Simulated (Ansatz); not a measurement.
AuH$_{4}$NS (`[NH3+][Au-][SH]`). Total charge 0; spin multiplicity 1. Au takes the def2 core potential.

```xyz
7

N    -0.633    1.284   -0.127
Au    0.513   -0.488    0.134
S     1.777   -2.326    0.426
H    -0.843    1.719    0.765
H    -1.512    1.075   -0.588
H    -0.134    1.957   -0.697
H     0.833   -3.221    0.087
```

Task: List the harmonic frequencies (cm⁻¹, unscaled) at PBE0-D4/def2-TZVP in Ansatz. (Estimate.)

Result: The calculation gave: 22, 126, 128, 377, 413, 632, 651, 721, 1226, 1656, 1658, 2691, 3493, 3605, 3605.

Task: Is this a minimum?

Result: Yes, all 15 modes are real.

Task: Give the ideal-gas thermochemistry at 298.15 K and 1 bar (rigid rotor, harmonic oscillator; point group C1, symmetry number 1).

Result: Zero-point energy 125.6 kJ/mol; H(298) − E = 144.2 kJ/mol; entropy 342.9 J/(mol·K), of which translation 177.6, rotation 100.5, vibration 64.8; G(298) − E = 41.9 kJ/mol. Modes under 100 cm⁻¹ are hindered rotations or soft bends, so the harmonic entropy is rough.

Task: Rotational constants (cm⁻¹)?

Result: 3.785, 0.06853, 0.06805.
